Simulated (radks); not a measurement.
Lu2+, configuration [Xe] 4f14 6s1.

Calculated with a radial shooting solver on a logarithmic mesh with Libxc functionals: Dirac Kohn-Sham, HCTH/407, spin-unpolarised, spherical densities, finite nucleus; Fermi nuclear charge, rms radius 5.37 fm.

Energy parts (eV):
part                      energy
total                 -396936.54
kinetic                442245.26
electron-nucleus      -985726.52
Hartree                154999.26
exchange-correlation    -8454.53

Orbitals (lengths in bohr, moments of r in powers of bohr; <r^-3> diverges for s and p1/2; r(90%) holds 90 % of the orbital's charge):
\begin{tabular}{lrrrrrr}
orbital & occ. & eigenvalue (eV) & <r^-3> & <r^2> & r(90%) & <1/r> \\ \hline
1s1/2 & 2 & -63145.24 & - & 0.0005126 & 0.0351 & 82.14 \\
2s1/2 & 2 & -10766.92 & - & 0.007863 & 0.127 & 19.88 \\
2p1/2 & 2 & -10282.93 & - & 0.005640 & 0.112 & 19.86 \\
2p3/2 & 4 & -9165.555 & 14150 & 0.006848 & 0.122 & 16.96 \\
3s1/2 & 2 & -2454.799 & - & 0.05158 & 0.312 & 7.293 \\
3p1/2 & 2 & -2239.807 & - & 0.04749 & 0.304 & 7.212 \\
3p3/2 & 4 & -2001.227 & 3147 & 0.05418 & 0.323 & 6.466 \\
3d3/2 & 4 & -1635.118 & 541.2 & 0.04227 & 0.295 & 6.359 \\
3d5/2 & 6 & -1582.910 & 466.8 & 0.04412 & 0.301 & 6.179 \\
4s1/2 & 2 & -503.0515 & - & 0.2580 & 0.687 & 3.055 \\
4p1/2 & 2 & -415.2915 & - & 0.2677 & 0.706 & 2.946 \\
4p3/2 & 4 & -360.9316 & 716.9 & 0.3048 & 0.753 & 2.686 \\
4d3/2 & 4 & -216.2716 & 106.5 & 0.3390 & 0.812 & 2.466 \\
4d5/2 & 6 & -206.3245 & 90.02 & 0.3535 & 0.830 & 2.402 \\
4f5/2 & 6 & -28.8365 & 14.51 & 0.6506 & 1.21 & 1.859 \\
4f7/2 & 8 & -27.2872 & 13.80 & 0.6801 & 1.24 & 1.828 \\
5s1/2 & 2 & -78.8361 & - & 1.529 & 1.68 & 1.148 \\
5p1/2 & 2 & -54.3251 & - & 1.915 & 1.90 & 1.017 \\
5p3/2 & 4 & -47.2239 & 91.85 & 2.237 & 2.06 & 0.9285 \\
6s1/2 & 1 & -17.4834 & - & 10.76 & 4.48 & 0.4095 \\
\end{tabular}

The highest occupied level is 6s1/2 at -17.483 eV. The density falls to 0.001 e/bohr^3 at r = 4.06 bohr. The electron density at the nucleus is 1.11e+06 e/bohr^3. Summed over all electrons, <r^2> = 42.59 bohr^2, which gives a Langevin (diamagnetic) susceptibility term of -33.7 x 10^-6 cm^3/mol. For comparison, the ionisation energy in NIST's Atomic Spectra Database is 20.959 eV (measured). In exact Kohn-Sham theory the highest level is minus the ionisation energy, but local and semilocal functionals leave it too shallow, through self-interaction and a potential that decays too fast; potentials with the right tail come closer.

Beside tabulated values, note that spin-unpolarised runs miss the spin-polarisation part of the exchange energy of open shells.
